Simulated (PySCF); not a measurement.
# What a mistake does to a calculation on BCGeH7N

All numbers below are calculated, not measured. They come from PySCF 2.14.0, an open-source quantum chemistry program, on an isolated molecule that a program drew, which may never have been made. The molecule is BCGeH7N (charge 0, doublet), drawn as the SMILES string `B[N](C)[GeH2]`.

Each row is a Hartree-Fock (HF) and frozen-core CCSD(T) single point in the cc-pVDZ basis, meant for a local HF minimum. Run 1 is clean. Each other run has one planted mistake out of seven kinds, and not every kind appears here: one electron removed, one electron added, multiplicity raised by two, geometry at a saddle point, minimal basis STO-3G, one bond length entered in bohr, all coordinates scaled. The reference is restricted for singlets and unrestricted otherwise, and also for a bond in bohr. Adding or removing an electron swaps singlet and doublet. Electrons count all cores. HOMO and LUMO are orbital energies over both spins, the gradient is its largest component, and the lowest frequency (negative if imaginary) is given only where the gradient is small. Bond lengths are over the 10 bonds as drawn. T1 is the CCSD diagnostic: over 0.02 (restricted) or 0.045 (unrestricted) a single reference is doubtful. Germanium has the cc-pVDZ-PP basis, with a core potential (ECP10MDF) in place of its 10 inner electrons, and its 3s, 3p and 3d shells are frozen in CCSD(T).

Geometry of the clean run:
```xyz
11
BCGeH7N, angstrom
B    -1.1364   -0.6769    1.6432
N    -0.1789   -0.7351    0.6251
C     0.1362    0.4254   -0.2022
Ge    0.8224   -2.2844    0.3333
H    -1.7491    0.3409    1.8389
H    -1.3460   -1.6484    2.3211
H    -0.0339    0.2154   -1.2612
H    -0.4925    1.2669    0.0844
H     1.1805    0.7287   -0.0856
H     0.0333   -3.4864    0.8611
H     1.0818   -2.3895   -1.1811
```

| run | electrons | basis functions | <S^2> | HOMO (eV) | LUMO (eV) | gradient (hartree/bohr) | lowest frequency (cm^-1) | mean bond (Å) | longest bond (Å) | T1 | HF (hartree) | CCSD(T) (hartree) | mistake |
|---|---|---|---|---|---|---|---|---|---|---|---|---|---|
| 1 | 57 | 100 | 0.754 | -8.64 | 1.10 | 1.1e-05 | 109 | 1.3480 | 1.868 | 0.0151 | -414.45204 | -415.00697 | no fault |
| 2 | 57 | 100 | 3.776 | -4.58 | -0.90 | 1.2e-01 | - | 1.3480 | 1.868 | 0.0163 | -414.26337 | -414.78535 | multiplicity raised by two |
| 3 | 57 | 100 | 1.464 | -8.83 | 0.94 | 2.4e-02 | - | 1.4449 | 2.058 | 0.0558 | -414.32347 | -414.87663 | one bond length entered in bohr |
| 4 | 57 | 100 | 0.755 | -8.80 | 0.87 | 3.3e-02 | - | 1.4127 | 1.957 | 0.0170 | -414.43111 | -414.99683 | all coordinates scaled |
| 5 | 56 | 100 | 0.000 | -16.55 | -6.83 | 8.3e-02 | - | 1.3480 | 1.868 | 0.0220 | -414.16633 | -414.71976 | ? |

**Which mistake was planted in run 5, and what did it cost?**

It counts 56 electrons, one fewer than the clean run, at the same geometry and basis. So the mistake is: one electron removed. Subtracting run 1 and multiplying by 627.51 kcal/mol a hartree, the energy moved by 179.3 kcal/mol in HF and 180.2 kcal/mol in CCSD(T).

Cautions from the logs. Run 3: T1 is over the limit, so its CCSD(T) energy is less reliable; run 5: T1 is over the limit, so its CCSD(T) energy is less reliable.
